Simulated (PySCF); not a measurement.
PySCF job for Ga(Cl)(SH)2 (ClGaH₂S₂), SMILES [SH][Ga]([SH])[Cl], C-PCM-M06-2X/def2-SVP. Geometry: PBE0-D3(BJ)/def2-SVP. Other conformers were not sampled.

```python
import numpy as np
from pyscf import gto, scf, dft
from pyscf.solvent import pcm

mol = gto.M(
    atom='''
    Ga   -0.00000000    0.00000000    0.00255153
    Cl    0.00000000    0.00000007   -2.13651758
    S     0.00000000   -1.95528423    0.99271185
    H    -0.00000001   -1.42841352    2.23746018
    S     0.00000000    1.95528416    0.99271197
    H    -0.00000000    1.42841338    2.23746027
    ''',
    basis='def2-SVP',
    charge=0,
    spin=0,
    max_memory=1600,
    verbose=3,
)
mf = dft.RKS(mol, xc='m06-2x').density_fit(auxbasis='def2-universal-jkfit')
mf.grids.level = 4
mf.conv_tol = 1e-9
mf.max_cycle = 100
mf.kernel()
res = {}
for name, eps in {'water': 78.355, 'ethylethanoate': 5.9867, 'cyclohexanone': 15.619}.items():
    s = mf.PCM()
    s.with_solvent.method, s.with_solvent.eps, s.with_solvent.lebedev_order = 'C-PCM', eps, 29
    s.kernel(mf.make_rdm1())
    res[name] = (s.e_tot, eps, s.dip_moment(), s.mo_energy, s.converged)
    print(f'{name}: electrostatic solvation free energy {(s.e_tot - mf.e_tot) * 627.509474:.3f} kcal/mol')
```

It prints:

```
converged SCF energy = -3182.09366073008

WARN: PCM is an experimental feature. It is still in testing.
Features and APIs may be changed in the future.

converged SCF energy = -3182.10532953243
Dipole moment(X, Y, Z, Debye): -0.00000, -0.00000,  3.81288
water: electrostatic solvation free energy -7.322 kcal/mol

WARN: PCM is an experimental feature. It is still in testing.
Features and APIs may be changed in the future.

converged SCF energy = -3182.10316787433
Dipole moment(X, Y, Z, Debye): -0.00000, -0.00000,  3.60210
ethylethanoate: electrostatic solvation free energy -5.966 kcal/mol

WARN: PCM is an experimental feature. It is still in testing.
Features and APIs may be changed in the future.

converged SCF energy = -3182.10459354569
Dipole moment(X, Y, Z, Debye): -0.00000, -0.00000,  3.74041
cyclohexanone: electrostatic solvation free energy -6.860 kcal/mol
```

The run converged.

Cost: very roughly 60 core-seconds.
